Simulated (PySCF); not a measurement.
**Polarisability and C₆ of Nb²⁺ (niobium, charge +2)**

[Kr] 4d3, high-spin 4F determinant. Calculation: PySCF 2.14, in ANO-RCC-VTZP (7s6p4d2f1g, 68 functions); the spin-free X2C one-electron Hamiltonian (Gaussian nucleus). Coupled (time-dependent) response in atomic units; α is the mean over directions. The basis has no added diffuse functions, which lowers α and C₆.

```tsv
method	mean α (bohr³)	C₆ (like pair)	S(−4)
UHF	10.21	54.17	45.47
PBE	11.32	59.75	67.97
PBE0	10.82	57.24	57.09
```

S(−4) is the Cauchy moment in α(ω) = α(0) + S(−4) ω² + …

Spin-orbit coupling is absent.

α(iu) at UHF:

```tsv
u (hartree)	α(iu) (bohr³)
0	10.21
0.0500	10.10
0.100	9.790
0.200	8.846
0.300	7.834
0.500	6.190
0.750	4.753
1.00	3.732
1.50	2.424
2.00	1.671
3.00	0.9116
5.00	0.3871
```

A single London oscillator, α(iu) = α/(1 + u²/ω²), gives C₆ = (3/4) ω α². Matching the computed C₆ needs ω = 4 × 54.17 / (3 × 10.21²) = 0.693 hartree.

For an ion, C₆ is the dispersion term alone; charge-induced terms of lower order in 1/R come first.
